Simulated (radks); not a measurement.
Computed order of ionisation of europium. At each step one electron was removed from each of the four highest sub-shells of the ion before, moves of one valence electron (up to charge 6) and the configuration listed by NIST were tried, and the lowest configuration was kept. Calculated with a radial shooting solver on a logarithmic mesh with Libxc functionals: scalar-relativistic Kohn-Sham, LDA (Slater exchange, Perdew-Wang correlation), spin-polarised, spherical densities, finite nucleus; Fermi nuclear charge, rms radius of each element as measured or else 0.836 A^(1/3) + 0.57 fm. Open shells are filled with parallel spins first.

species	lowest configuration found	NIST configuration	margin to the next tried (eV)	IE (eV)	NIST IE (eV)	kind
Eu	[Xe] 4f7 6s2	same	1.407	5.831	5.670	exp.
Eu+	[Xe] 4f7 6s1	same	1.506	11.714	11.24	semi-emp.
Eu2+	[Xe] 4f7	same	5.802	26.250	24.84	semi-emp.
Eu3+	[Xe] 4f6	same	12.345	44.732	42.9	semi-emp.
Eu4+	[Xe] 4f5	same	11.709	65.504	-	
Eu5+	[Xe] 4f4	[Kr] 4d10 4f5 5s2 5p5 lies 6.698 eV higher	6.698	88.249	89	theory
Eu6+	[Xe] 4f3	differs (not computed)	0.805	106.89	105	theory
Eu7+	[Kr] 4d10 4f3 5s2 5p5	differs (not computed)	5.871	122.28	120	theory
Eu8+	[Kr] 4d10 4f3 5s2 5p4	differs (not computed)	9.229	137.84	144	theory
Eu9+	[Kr] 4d10 4f3 5s2 5p3	differs (not computed)	13.025	158.77	161	theory
Eu10+	[Kr] 4d10 4f3 5s2 5p2	differs (not computed)	12.030	175.60	183	theory
Eu11+	[Kr] 4d10 4f3 5s2 5p1	differs (not computed)	15.441	192.55	213	theory
Eu12+	[Kr] 4d10 4f3 5s2	same	19.225	232.99	243	theory
Eu13+	[Kr] 4d10 4f2 5s2	same	4.872	261.19	263	theory

Reference values: NIST Atomic Spectra Database (exp. = measured, semi-emp. = semi-empirical, theory = theoretical value adopted there). Open shells are spherical and high-spin; term and fine-structure splittings are not resolved. Spin-orbit splitting is averaged out at the scalar-relativistic level. No tabulated value is given for the 4+ ions of Nd, Pm and Eu to Yb, where it belongs to another shell than the one emptied here.
